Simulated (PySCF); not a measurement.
**`BrC(Br)(Br)Br`: ΔSCF against reference XPS values**

What was measured (core binding energies): C 1s of C2 294.77 eV [1]. Sources and the comparison follow the method.

CBr4.
Z-matrix (Å and degrees, PBE0-D3(BJ)/def2-TZVP geometry), rows numbered from 1:
```
Br
C   1  1.9326
Br  2  1.9327  1  109.47
Br  2  1.9328  1  109.48  3  -119.95
Br  2  1.9316  1  109.51  3   120.02
```

Computed, not measured: delta-SCF UKS SCAN, pcX-3 on the ionised atom, pcseg-2 elsewhere, spin-free X2C (PySCF). Each binding energy is the total energy of the core-ionised species, with the hole localised on one atom, minus that of the ground state; both are solved self-consistently, so orbital relaxation is included.

```json
{"atom": "C2", "environment": "sp3 C–Br carbon", "level": "C 1s", "this calculation (eV)": "294.95", "reference (eV)": "294.77", "difference (eV)": "+0.18", "source": "[1]"}
```

[1] measured, gas; Thomas, Saethre, Boerve, Bozek, Huttula, Kukk, J. Phys. Chem. A 2004, 108, 4983 (carbon 1s photoelectron spectroscopy of halomethanes) Note: vertical.

Q: How far is it from the measured entries?

A: The one measured value differs by +0.18 eV, too little evidence for a typical error. The calculation is vertical and has no vibrational structure, and measured positions depend on the energy calibration.

No level of bromine is listed. Isolated species at its PBE0-D3(BJ)/def2-TZVP geometry, gas phase.

The run took 12 s on one thread of an Arm Neoverse V1, shared host, and the process peaked at 0.58 GiB of memory.
